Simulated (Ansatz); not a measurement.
Geometry optimisation, RKS PBE/def2-SVP in Ansatz 0.2.0.

Input:

```yaml
crystal:
  periodic: [false, false, false]
  atoms:
    - { symbol: Hf, position_ang: [0.0, 0.0, 0.0] }
    - { symbol: Cl, position_ang: [0.0, 0.0, 2.52] }
    - { symbol: O, position_ang: [1.952, 0.0, -0.6893] }
    - { symbol: H, position_ang: [2.2684, -0.9521, -0.806] }
    - { symbol: F, position_ang: [-0.9326, 1.6157, -0.6593] }
    - { symbol: O, position_ang: [-0.975, -1.6891, -0.6893] }
    - { symbol: Si, position_ang: [-1.8567, -2.7511, 0.2684] }
    - { symbol: H, position_ang: [-1.4471, -2.6052, 1.6622] }
    - { symbol: H, position_ang: [-3.2801, -2.4505, 0.1462] }
    - { symbol: H, position_ang: [-1.6101, -4.1218, -0.1696] }
basis:
  gaussian: { orbitals: def2-SVP }
hamiltonian:
  xc: pbe
relax:
  f_tol: 0.02
  max_steps: 40
output:
  orbitals: {}
```

Launched with:

```bash
$ ansatz run input.yaml --threads 4 --pin off --max-ram 5120MiB --backend cpu --events-out ev --progress --plain --runs-dir out
```

Q: Where does it end, and by what steps?

A: It converged. After 11 steps the energy has fallen by 0.915 eV; H8 moved furthest, 1.00 Å.

```
step  energy less start (eV)  largest force component (eV/Å)  accepted
   0                  0.0000                           2.237       yes
   1                 -0.5604                           1.310       yes
   2                 -0.7022                           0.569       yes
   3                 -0.7730                           0.328       yes
   4                 -0.8351                           0.261       yes
   5                 -0.8784                           0.143       yes
   6                 -0.9033                           0.091       yes
   7                 -0.8702                           1.382        no
   8                 -0.9108                           0.079       yes
   9                 -0.9131                           0.152       yes
  10                 -0.9140                           0.135       yes
  11                 -0.9148                           0.008       yes
```

```xyz
10
Properties=species:S:1:pos:R:3
Hf 0.085 0.075 0.193
Cl 0.492 0.857 2.403
O 1.738 -0.371 -0.669
H 2.533 -0.663 -1.134
F -0.820 1.429 -0.830
O -1.069 -1.488 0.272
Si -2.002 -2.886 0.325
H -2.033 -3.411 1.733
H -3.401 -2.572 -0.127
H -1.405 -3.925 -0.583
```

Whether the end is a true minimum wasn't checked by a vibrational analysis.

The run took 26 s on 4 threads of Arm Neoverse V2, with other jobs on the host, peak memory 0.2 GiB.
